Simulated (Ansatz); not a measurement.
Redistribution: CHBr2Cl + C2H4FI → CHBr2I + C2H4ClF

Species: CHBr2Cl `ClC(Br)Br`, singlet; C2H4FI `CC(F)I`, singlet; CHBr2I (dibromoiodomethane) `BrC(Br)I`, singlet; C2H4ClF (1-chloro-1-fluoroethane) `CC(F)Cl`, singlet. The partners trade Cl for I; both sit on C, so the bond types are kept.

Shapes, held fixed at every level: PBE0-D4/def2-TZVP. Programs: Ansatz 0.2.0. The zero-point and thermal change to 298 K, harmonic and unscaled (PBE0-D4/def2-TZVP), is +0.3 kJ/mol.

Question: Estimate ΔH(298 K) of this reaction.

Answer: The highest level, CCSD(T)/def2-TZVPP, gives ΔH(298 K) = -12.0 kJ/mol; the levels span -16.5 to -7.0. The column of differences is taken from that level and isn't an error. No measured value is set beside it here. For atoms past krypton def2 sets carry core potentials with scalar relativity. Relativity is left out for Br. Outer-core shells of Br, I are correlated, in sets that cover them unevenly.

```tsv
level	kind	ΔH(298 K) (kJ/mol)	less CCSD(T)/def2-TZVPP
HF/def2-SVP	Hartree–Fock	-16.5	-4.5
PBE-D4/def2-TZVPP	GGA	-7.0	+5.0
r2SCAN-D4/def2-TZVPP	meta-GGA	-7.4	+4.6
MP2/def2-TZVPP	perturbation theory	-14.5	-2.5
CCSD/def2-SVP	coupled cluster or CI	-14.2	-2.2
CCSD/def2-TZVPP	coupled cluster or CI	-12.4	-0.4
CCSD(T)/def2-TZVPP	coupled cluster or CI	-12.0	0.0
```
